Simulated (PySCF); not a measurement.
Compound: (CH3CH2)2CFCH3, C6H13F.
Geometry (GFN2-xTB, Å), atoms numbered from 1 in this order:
```xyz
20
C6H13F angstrom
C      1.8968    1.0090    0.4710
C      1.2152   -0.3392    0.2621
C      0.1181   -0.3201   -0.8091
C     -0.4544   -1.7195   -1.0173
F      0.7351    0.0375   -2.0176
C     -0.9757    0.7286   -0.5776
C     -1.7404    0.5641    0.7287
H      2.2515    1.3998   -0.4797
H      1.2179    1.7328    0.9143
H      2.7498    0.8923    1.1355
H      0.7834   -0.6936    1.1987
H      1.9659   -1.0666   -0.0555
H     -0.8837   -2.0965   -0.0945
H      0.3372   -2.3939   -1.3359
H     -1.2212   -1.6995   -1.7879
H     -0.5121    1.7158   -0.6122
H     -1.6713    0.6696   -1.4179
H     -2.2311   -0.4043    0.7772
H     -2.5054    1.3332    0.8028
H     -1.0805    0.6611    1.5865
```

Theory: TDDFT wB97X-D/def2-SVPD, vertical, gas phase, core orbitals frozen in the response in PySCF.

Transition dipole moments from the ground state, in atomic units and in the frame of the coordinates above (overall signs are arbitrary), for the states with f of 0.002 or more among the lowest 7:

```
state  E (hartree)      μx      μy      μz
   S1       0.3304  -0.101   0.142  -0.102
   S2       0.3355  -0.051  -0.106  -0.031
   S3       0.3533   0.011  -0.124  -0.168
   S4       0.3556   0.197  -0.096  -0.012
   S5       0.3568  -0.188   0.214  -0.079
   S6       0.3589  -0.300  -0.103  -0.307
   S7       0.3629  -0.052   0.316   0.139
```

Q: Work out the oscillator strengths.

A: f = (2/3) ΔE |μ|² with ΔE in hartree (27.2114 eV).

```json
{"state": "S1", "|μ|² (au)": "0.041", "|μ| (D)": "0.51", "f": "0.009"}
{"state": "S2", "|μ|² (au)": "0.015", "|μ| (D)": "0.31", "f": "0.003"}
{"state": "S3", "|μ|² (au)": "0.044", "|μ| (D)": "0.53", "f": "0.010"}
{"state": "S4", "|μ|² (au)": "0.048", "|μ| (D)": "0.56", "f": "0.011"}
{"state": "S5", "|μ|² (au)": "0.087", "|μ| (D)": "0.75", "f": "0.021"}
{"state": "S6", "|μ|² (au)": "0.195", "|μ| (D)": "1.12", "f": "0.047"}
{"state": "S7", "|μ|² (au)": "0.122", "|μ| (D)": "0.89", "f": "0.029"}
```

Q: Which bond between heavy atoms lies closest to the direction of the S6 transition dipole?

A: C2–C3, at 14° from it; next C1–C2 at 53°.

Q: What angle do the transition dipoles of S4 and S7 make?

A: |cos θ| = |μa·μb| / (|μa| |μb|) = 0.55, so θ ≈ 57° (taken between 0 and 90°, since the signs are arbitrary).

One conformer stands for the species.

Without π bonds the low states may be Rydberg-like; a valence basis with one diffuse set may place them up to an eV too high.
